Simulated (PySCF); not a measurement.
CH₅N₂S, charge +1, singlet, at a GFN2-xTB geometry; BHANDHLYP/6-31G, TDA (PySCF).

PySCF was given this input:
```python
from pyscf import gto, scf, dft, tdscf

mol = gto.M(
    atom='''
N     1.144349   -1.060362   -0.251063
C     0.119105   -0.235394   -0.050813
N    -1.237695   -0.947136   -0.141833
S     0.093242    1.340962    0.261319
H     1.064422   -2.047133   -0.442946
H     2.075682   -0.672325   -0.208428
H    -1.955910   -0.223575    0.027200
H    -1.338686   -1.685851    0.570243
H    -1.398583   -1.361652   -1.072018
''',
    basis='6-31g',
    charge=1,
    spin=0,
    verbose=4,
)

mf = dft.RKS(mol)
mf.xc = 'bhandhlyp'
mf.kernel()
td = mf.TDA()
td.nstates = 2
td.kernel()
td.analyze()
```

Q: Predict the main parts of the log of this PySCF run.

A: 
```
PySCF version 2.14.0

[INPUT] verbose = 4
[INPUT] num. atoms = 9
[INPUT] num. electrons = 40
[INPUT] charge = 1
[INPUT] spin (= nelec alpha-beta = 2S) = 0
[INPUT] symmetry False subgroup None
[INPUT] Mole.unit = angstrom
[INPUT] Symbol           X                Y                Z      unit          X                Y                Z       unit  Magmom
[INPUT]  1 N      1.144349000000  -1.060362000000  -0.251063000000 AA    2.162506200920  -2.003793772896  -0.474440310012 Bohr   0.0
[INPUT]  2 C      0.119105000000  -0.235394000000  -0.050813000000 AA    0.225075830066  -0.444830191366  -0.096022653568 Bohr   0.0
[INPUT]  3 N     -1.237695000000  -0.947136000000  -0.141833000000 AA   -2.338904575744  -1.789827642716  -0.268025525425 Bohr   0.0
[INPUT]  4 S      0.093242000000   1.340962000000   0.261319000000 AA    0.176201843307   2.534050923449   0.493821341145 Bohr   0.0
[INPUT]  5 H      1.064422000000  -2.047133000000  -0.442946000000 AA    2.011466060962  -3.868520710559  -0.837046627972 Bohr   0.0
[INPUT]  6 H      2.075682000000  -0.672325000000  -0.208428000000 AA    3.922470501689  -1.270510116698  -0.393871836691 Bohr   0.0
[INPUT]  7 H     -1.955910000000  -0.223575000000   0.027200000000 AA   -3.696134224298  -0.422495518300   0.051400550588 Bohr   0.0
[INPUT]  8 H     -1.338686000000  -1.685851000000   0.570243000000 AA   -2.529749906790  -3.185796676824   1.077603094450 Bohr   0.0
[INPUT]  9 H     -1.398583000000  -1.361652000000  -1.072018000000 AA   -2.642938832473  -2.573149356966  -2.025820420604 Bohr   0.0

nuclear repulsion = 165.978553365148
number of shells = 32
number of NR pGTOs = 132
number of NR cGTOs = 50
basis = 6-31g
ecp = {}

******** <class 'pyscf.dft.rks.RKS'> ********
method = RKS
initial guess = minao
damping factor = 0
level_shift factor = 0
DIIS = <class 'pyscf.scf.diis.CDIIS'>
diis_start_cycle = 1
diis_space = 8
diis_damp = 0
SCF conv_tol = 1e-09
SCF conv_tol_grad = None
SCF max_cycles = 50
direct_scf = True
direct_scf_tol = 1e-13
XC library pyscf.dft.libxc version 7.1.2
    S. Lehtola, C. Steigemann, M. J. T. Oliveira, and M. A. L. Marques,  SoftwareX 7, 1–5 (2018)
XC functionals = bhandhlyp
    A. D. Becke,  J. Chem. Phys. 98, 1372 (1993)
    Defined through Gaussian implementation.
radial grids:
    Treutler-Ahlrichs [JCP 102, 346 (1995); DOI:10.1063/1.469408] (M4) radial grids

becke partition: Becke, JCP 88, 2547 (1988); DOI:10.1063/1.454033
pruning grids: <function nwchem_prune>
grids dens level: 3
symmetrized grids: False
atomic radii adjust function: <function treutler_atomic_radii_adjust>
small_rho_cutoff = 0
Set gradient conv threshold to 3.16228e-05
Initial guess from minao.
tot grids = 109848
init E= -549.306850230898
  HOMO = -0.295062342610489  LUMO = -0.0329735253548766  gap/eV = 7.13180
cycle= 1 E= -548.220092105256  delta_E= 1.09  |g|= 0.58  |ddm|= 2.87
  HOMO = -0.424286569528281  LUMO = -0.241275171579421  gap/eV = 4.97999
cycle= 2 E= -548.041696141906  delta_E= 0.178  |g|= 1.04  |ddm|= 3.06
  HOMO = -0.476532336662175  LUMO = -0.205707309401489  gap/eV = 7.36952
cycle= 3 E= -548.346853707368  delta_E= -0.305  |g|= 0.0753  |ddm|= 1.79
  HOMO = -0.474299876363388  LUMO = -0.199056989263313  gap/eV = 7.48974
cycle= 4 E= -548.347437681939  delta_E= -0.000584  |g|= 0.0627  |ddm|= 0.128
  HOMO = -0.478420441146282  LUMO = -0.196237343229331  gap/eV = 7.67859
cycle= 5 E= -548.348339483805  delta_E= -0.000902  |g|= 0.00274  |ddm|= 0.0694
  HOMO = -0.478255968102271  LUMO = -0.196145429226025  gap/eV = 7.67662
cycle= 6 E= -548.348346516754  delta_E= -7.03e-06  |g|= 0.00152  |ddm|= 0.0144
  HOMO = -0.478607593588459  LUMO = -0.196369851586764  gap/eV = 7.68008
cycle= 7 E= -548.348347513684  delta_E= -9.97e-07  |g|= 0.000678  |ddm|= 0.00572
  HOMO = -0.478620485328703  LUMO = -0.196320813292714  gap/eV = 7.68177
cycle= 8 E= -548.348347674257  delta_E= -1.61e-07  |g|= 0.000173  |ddm|= 0.00217
  HOMO = -0.478606272287323  LUMO = -0.196298076915304  gap/eV = 7.68200
cycle= 9 E= -548.34834768341  delta_E= -9.15e-09  |g|= 6.04e-05  |ddm|= 0.000378
  HOMO = -0.47862411367098  LUMO = -0.196304950978275  gap/eV = 7.68230
cycle= 10 E= -548.348347684769  delta_E= -1.36e-09  |g|= 7.49e-06  |ddm|= 0.000176
  HOMO = -0.478624172928999  LUMO = -0.196304194483821  gap/eV = 7.68232
cycle= 11 E= -548.348347684795  delta_E= -2.63e-11  |g|= 6.78e-07  |ddm|= 2.39e-05
  HOMO = -0.478624187711851  LUMO = -0.19630433165112  gap/eV = 7.68231
Extra cycle  E= -548.348347684798  delta_E= -2.73e-12  |g|= 7.18e-07  |ddm|= 3.94e-06
converged SCF energy = -548.348347684798

******** <class 'pyscf.tdscf.rks.TDA'> for <class 'pyscf.dft.rks.RKS'> ********
nstates = 2 singlet
deg_eia_thresh = 1.000e-03
wfnsym = None
conv_tol = 1e-05
eigh lindep = 1e-12
eigh level_shift = 0
eigh max_cycle = 100

Excitation energies (eV)
[3.89002738 6.13742883]

** Singlet excitation energies and oscillator strengths **
Excited State   1:      3.89003 eV    318.72 nm  f=0.0000
      20 -> 21       -0.70481
Excited State   2:      6.13743 eV    202.01 nm  f=0.3002
      19 -> 21        0.62455
      20 -> 22       -0.21106
      20 -> 23        0.15140
      20 -> 24       -0.12514

** Transition electric dipole moments (AU) **
state          X           Y           Z        Dip. S.      Osc.
  1        -0.0004      0.0021     -0.0106      0.0001      0.0000
  2         0.5714     -1.2638     -0.2703      1.9967      0.3002

** Transition velocity dipole moments (imaginary part, AU) **
state          X           Y           Z        Dip. S.      Osc.
  1        -0.0001      0.0005     -0.0025      0.0000      0.0000
  2         0.0404      0.0343      0.0053      0.0028      0.0084

** Transition magnetic dipole moments (imaginary part, AU) **
state          X           Y           Z
  1        -0.0445      0.7379      0.1473
  2        -0.0003      0.0014     -0.0073
```
